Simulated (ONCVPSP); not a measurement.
# What one change does to a pseudopotential (platinum (Pt), ONCV)

* Element: platinum
* Generator: ONCVPSP 4.0.1
* Type: optimised norm-conserving Vanderbilt (ONCV)
* Functional: PBE
* Relativity: fully relativistic
* Frozen core: [Xe] 4f14
* Valence charge: 10
* Reference configuration: 5d9 6s1
* Partial waves: 6s: rc 2.55 bohr, ncon 3, nbas 8, qcut 2.9 1/bohr, 2 projectors, debl 2 Ha; p scattering state at 0.12 Ha: rc 2.60 bohr, ncon 5, nbas 8, qcut 3.3 1/bohr, 1 projector; 5d: rc 2.40 bohr, ncon 4, nbas 9, qcut 5.7 1/bohr, 2 projectors, debl 1.2 Ha
* Local potential: polynomial inside 2.25 bohr (lpopt 5, dvloc0 1 Ha)
* Core correction: Teter function, fcfact 3.5, rcfact 1.5

Open shells are filled in proportion to 2j + 1.

In the p channel the program set the typed energies aside and used 0.050 Ha (j = l + 1/2; the other j can differ).

All-electron outer shells of the reference configuration (PBE, scalar-relativistic, ld1.x):

```csv
shell,level (eV),outermost node (bohr),outermost maximum (bohr)
5p,-56.02,0.53,0.98
5d,-6.14,0.57,1.26
6s,-5.66,1.14,2.38
```

Change: s: rc 2.26.

Cutoffs: the cutoffs (Ha) at which the residual kinetic energy of the hardest occupied pseudo-wave falls to 1 and 0.1 mHa per electron; they do not see the model core or the augmentation charge, which bear on the density cutoff. Errors are all-electron minus pseudo energies relative to the spin-unpolarised reference configuration.

Q: What does the change do?

A: The potential gets harder (13 Ha and 15 Ha → 13 Ha and 21 Ha); of the 4 tests that both files solve, the error grows in 0 and shrinks in 1 by more than 15 % and 0.3 meV (median size 48.9 → 43.4 meV); neither file shows a bound ghost. A smaller radius makes the pseudo-wave follow the all-electron one further in, where it bends more sharply, so more plane waves are needed.

| quantity | base | changed |
| --- | --- | --- |
| cutoff, loose | 13 Ha | 13 Ha |
| cutoff, tight | 15 Ha | 21 Ha |
| loose cutoff by channel | s 3.6 Ha, d 13 Ha | s 4.1 Ha, d 13 Ha |
| bound ghosts | none | none |
| GHOST(+) flags under 300 eV | s at 74.4 eV | s at 75.8 eV |
| error for 5d9 6s0, meV [ΔE 9.21 eV] | -13 | -14 |
| error for 5d8 6s0, meV [ΔE 29.19 eV] | -74 | -61 |
| error for 5d7 6s0, meV [ΔE 61.41 eV] | -233 | -199 |
| error for 5d8 6s1 6p1, meV [ΔE 6.52 eV] | -24 | -26 |
| p3/2: phases at 2.64 bohr within 0.05 rad from the reference energy up to (Ha; the scan ends near 5) | 0.6 | 0.6 |
| p1/2: phases at 2.64 bohr within 0.05 rad from the reference energy up to (Ha; the scan ends near 5) | 1.0 | 1.0 |
| d5/2: phases at 2.44 bohr within 0.05 rad from the reference energy up to (Ha; the scan ends near 5) | to the end of the scan | to the end of the scan |
| d3/2: phases at 2.44 bohr within 0.05 rad from the reference energy up to (Ha; the scan ends near 5) | to the end of the scan | to the end of the scan |
| rms error of d²Exc/dni dnj with the model core, mHa | 3.52 | 3.59 |
